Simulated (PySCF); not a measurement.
¹⁷O chemical shifts

[PySCF: coordinates at the GFN2-xTB level; NMR shieldings at PBE0/pcSseg-1/GIAO; no solvent model; rapidly exchanging positions averaged; relativity neglected; a single conformation]

Shieldings were converted by a linear fit to measured shifts: ¹⁷O (scatter 10.7 ppm rms, 12.2 ppm with the 3 outliers that the fit left out vs liquid water, solution or neat liquid). A few per cent of atoms miss by over 2 rms, more outside the fitted compound classes.

**Question.** Give the ¹⁷O shifts of `CC(=O)N/C=C/F`, `O=S1(=O)CC=C(F)C1`, `O=S1(=O)CCCO1`, `CS[SiH2]OC(C)(C)CO`, `C[SiH2]O[SiH](O[SiH3])O[SiH3]`.

**Answer.** 
```json
{"compound": "CC(=O)N/C=C/F", "environment": "amide-type carbonyl oxygen", "δ (ppm)": "367.1"}
{"compound": "O=S1(=O)CC=C(F)C1", "environment": "S=O oxygen (×2)", "δ (ppm)": "181.2"}
{"compound": "[O:1]=[S:2]1(=[O:3])[CH2:4][CH2:5][CH2:6][O:7]1", "environment": "O1/3: S=O oxygen (×2)", "δ (ppm)": "183.6"}
{"compound": "[O:1]=[S:2]1(=[O:3])[CH2:4][CH2:5][CH2:6][O:7]1", "environment": "O7: oxygen bonded to C, S, in a 5-membered ring", "δ (ppm)": "139.6"}
{"compound": "[CH3:1][S:2][SiH2:3][O:4][C:5]([CH3:6])([CH3:7])[CH2:8][OH:9]", "environment": "O4: oxygen bonded to C, Si", "δ (ppm)": "12.5"}
{"compound": "[CH3:1][S:2][SiH2:3][O:4][C:5]([CH3:6])([CH3:7])[CH2:8][OH:9]", "environment": "O9: alcohol oxygen", "δ (ppm)": "-4.7"}
{"compound": "[CH3:1][SiH2:2][O:3][SiH:4]([O:5][SiH3:6])[O:7][SiH3:8]", "environment": "O3: oxygen bonded to 2 Si", "δ (ppm)": "27.9"}
{"compound": "[CH3:1][SiH2:2][O:3][SiH:4]([O:5][SiH3:6])[O:7][SiH3:8]", "environment": "O5/7: oxygen bonded to 2 Si (×2)", "δ (ppm)": "8.4"}
```

In solution the two oxygens of a carboxylic acid give one averaged line by proton exchange, and hydrogen bonding shields acid and N–H amide carbonyl oxygens by tens of ppm; neither is in these numbers.
